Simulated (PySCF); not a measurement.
C4H7NSi, SMILES C/C(C#N)=C/[SiH3]. Atoms are numbered in the order given.

```xyz
13

C      2.1386    -0.8929     0.7718
C      0.8227    -0.3084     0.3229
C      0.4289     0.9176     0.9726
N      0.1158     1.9046     1.4987
C      0.0165    -0.8455    -0.6195
Si    -1.6320    -0.1298    -1.1940
H      2.1206    -1.1116     1.8520
H      2.9612    -0.1790     0.6018
H      2.3562    -1.8211     0.2258
H      0.3671    -1.7782    -1.0790
H     -2.1773    -1.0274    -2.2508
H     -2.5927    -0.0604    -0.0574
H     -1.4383     1.2371    -1.7538
```

Geometry: B3LYP-D3(BJ)/def2-SVP. The geometry has at least one imaginary mode, so it is a saddle point at that level. The structure was generated by enumeration; whether it is a known compound was not checked.

Two levels are set side by side: PBE/pcSseg-1 (PySCF) and KT2/pcSseg-1 (PySCF). GIAO shifts against NH3 (¹⁵N), TMS (²⁹Si), TMS (¹H), TMS (¹³C) at the same level; non-relativistic, no solvent, atoms listed together averaged. Differences are taken from unrounded values.

```json
[
 {"quantity": "δ(¹³C) of C1 (ppm)", "KT2": "31.1"},
 {"quantity": "δ(¹³C) of C2 (ppm)", "KT2": "132.6"},
 {"quantity": "δ(¹³C) of C3 (ppm)", "KT2": "115.3"},
 {"quantity": "δ(¹⁵N) of N4 (ppm)", "KT2": "305.9"},
 {"quantity": "δ(¹³C) of C5 (ppm)", "KT2": "136.2"},
 {"quantity": "δ(²⁹Si) of Si6 (ppm)", "KT2": "-81.0"},
 {"quantity": "δ(¹H) of H10 (ppm)", "KT2": "6.56"}
]
```

Problem. What does PBE give, and how far is it from KT2? (Estimate from the structure and the level; the computed values follow.)

Solution. 
```json
[
 {"quantity": "δ(¹³C) of C1 (ppm)", "PBE": "31.6", "PBE minus KT2": "0.6"},
 {"quantity": "δ(¹³C) of C2 (ppm)", "PBE": "140.7", "PBE minus KT2": "8.1"},
 {"quantity": "δ(¹³C) of C3 (ppm)", "PBE": "123.3", "PBE minus KT2": "8.1"},
 {"quantity": "δ(¹⁵N) of N4 (ppm)", "PBE": "328.0", "PBE minus KT2": "22.0"},
 {"quantity": "δ(¹³C) of C5 (ppm)", "PBE": "146.0", "PBE minus KT2": "9.8"},
 {"quantity": "δ(²⁹Si) of Si6 (ppm)", "PBE": "-82.7", "PBE minus KT2": "-1.7"},
 {"quantity": "δ(¹H) of H10 (ppm)", "PBE": "6.79", "PBE minus KT2": "0.23"}
]
```

Rough cost on one machine, each run with all the roots and properties that it gave: KT2 against PBE within a factor of 2.
